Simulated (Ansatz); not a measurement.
Cost and result for the atomization energy of C$_{4}$H$_{12}$FGaN$_{2}$, SMILES `C[N](C)[Ga]([F])[N](C)C` (20 atoms, 19 bonds).

```
atom   x (Å)   y (Å)   z (Å)
  C1   0.239  -2.026   1.194
  N2   1.079  -1.213   0.356
  C3   2.411  -1.743   0.194
 Ga4   0.604   0.332  -0.447
  F5   1.902   1.049  -1.403
  N6  -0.921   1.299  -0.477
  C7  -2.143   0.975   0.209
  C8  -0.997   2.523  -1.236
  H9  -0.761  -1.600   1.292
 H10   0.656  -2.127   2.207
 H11   0.127  -3.041   0.787
 H12   2.390  -2.745  -0.259
 H13   3.008  -1.095  -0.448
 H14   2.927  -1.832   1.161
 H15  -2.980   0.853  -0.494
 H16  -2.429   1.766   0.918
 H17  -2.052   0.047   0.774
 H18  -1.230   3.381  -0.589
 H19  -0.049   2.726  -1.736
 H20  -1.782   2.469  -2.004
```

The species carries charge 0 and has multiplicity 1. Correlated methods include outer-core shells of Ga, which these sets cover unevenly. Scalar relativity is left out up to krypton. Geometry: relaxed with PBE0-D4/def2-TZVP. It is one conformer, not always the lowest. Program: Ansatz. All runs use 4 threads of an AMD EPYC 7R13 on a shared host and a share of an NVIDIA H100 80 GB. Times are those of one run each, without the atoms' runs, and a repeat can differ threefold. Electronic energies, without spin–orbit coupling; frozen cores. CCSD(T)/CBS adds CCSD(T) − MP2 in def2-TZVPP to the MP2 limit, and its time is that of the two runs behind it. T1 = 0.013. With those shells the extrapolation isn't a true limit. B3LYP takes the VWN-RPA correlation (the form of Gaussian; ORCA's B3LYP/G). HSE06 is the plane-wave form, built on full-range PBE exchange.

CCSD(T)/CBS is a level of theory with its own doubt, some kJ/mol a heavy atom from the limit and from the frozen cores, so smaller differences don't rank the functionals.

```csv
level,functions,wall time,atomization (kcal/mol),difference from CCSD(T)/CBS,per bond
BHLYP-D4/def2-TZVPP,433,2.6 s,1731.0,-51.5,-2.7
B3LYP-D4/def2-TZVPP (with forces),433,4.8 s,1781.8,-0.7,0.0
HSE06-D4/def2-TZVPP,433,5.5 s,1786.8,4.3,0.2
PBE-D4/def2-TZVPP (with forces),433,5.5 s,1817.3,34.8,1.8
B2PLYP/def2-TZVPP,433,6 s,1763.2,-19.3,-1.0
ωB97X-V/def2-TZVPP,433,7.5 s,1786.9,4.4,0.2
BLYP-D4/def2-TZVPP,433,8 s,1779.2,-3.3,-0.2
r2SCAN-D4/def2-TZVPP (with forces),433,9.5 s,1779.6,-2.9,-0.2
CCSD(T)/def2-SVP,190,11 s,1697.5,-85.0,-4.5
MP2/def2-QZVPP,848,12 s,1790.9,8.4,0.4
PBE-QIDH/def2-TZVPP,433,13 s,1771.9,-10.6,-0.6
CCSD(T)/def2-TZVPP,433,2.5 min,1739.7,-42.8,-2.3
CCSD(T)/CBS(def2),–,2.7 min,1782.5,0.0,0.0
```

From BLYP to BHLYP (50 % exact exchange), in def2-TZVPP and without D4, the atomization energy moves by −37.5 kcal/mol: exact exchange takes away binding that semilocal exchange gives to molecules. Leaving LDA and LC-ωPBE aside and taking each functional with its dispersion term where it has one, the values spread over 86.2 kcal/mol, from BHLYP-D4 to PBE-D4. LDA lies +237.3 kcal/mol from PBE without D4, its usual overbinding. In def2-TZVPP, CCSD(T) changes the Hartree–Fock value by +461.9 kcal/mol (the triples alone add +25.8 kcal/mol) and MP2 by +487.6 kcal/mol; breaking electron pairs costs correlation energy, which Hartree–Fock lacks.
